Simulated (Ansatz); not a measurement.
C2H7ClSi2 (`[SiH3]/C=C\[SiH2]Cl`) at its PBE0-D4/def2-TZVP geometry, where that method's forces vanish. Total charge 0; spin multiplicity 1.

| atom | x (Å) | y (Å) | z (Å) |
| --- | --- | --- | --- |
| Si1 | 0.572 | 1.613 | 0.678 |
| C2 | -0.594 | 0.210 | 1.082 |
| C3 | -0.779 | -0.910 | 0.374 |
| Si4 | 0.091 | -1.391 | -1.201 |
| Cl5 | -0.474 | -0.147 | -2.745 |
| H6 | 1.432 | 1.259 | -0.478 |
| H7 | 1.422 | 1.897 | 1.865 |
| H8 | -0.211 | 2.836 | 0.361 |
| H9 | -1.192 | 0.338 | 1.986 |
| H10 | -1.517 | -1.628 | 0.737 |
| H11 | 1.565 | -1.311 | -1.087 |
| H12 | -0.315 | -2.767 | -1.573 |

(1) For each bond, give half the difference of the two atoms' forces along it (eV/Å; positive pushes the atoms apart) under PBE-D4, r2SCAN-D4, B3LYP-D4, ωB97M-V in def2-TZVPP. (Estimate.)

Results:

(1) The calculation gave: 
```tsv
bond	length (Å)	PBE-D4	r2SCAN-D4	B3LYP-D4	ωB97M-V
Si1–C2	1.868	-0.15	-0.07	0.09	0.14
Si1–H6	1.484	0.08	-0.02	-0.08	-0.10
Si1–H7	1.487	0.08	-0.02	-0.08	-0.13
Si1–H8	1.486	0.09	-0.01	-0.08	-0.13
C2–C3	1.338	0.39	0.25	0.09	-0.02
C2–H9	1.092	0.06	-0.04	-0.09	-0.07
C3–Si4	1.863	-0.15	-0.07	0.04	0.09
C3–H10	1.091	0.05	-0.04	-0.09	-0.06
Si4–Cl5	2.061	0.19	0.06	0.24	0.10
Si4–H11	1.481	0.08	-0.02	-0.12	-0.16
Si4–H12	1.482	0.07	-0.04	-0.14	-0.15
```

B3LYP here is the variant with VWN-RPA as its local correlation; programs differ in this.

Results of the Gaussian-basis code of Ansatz.
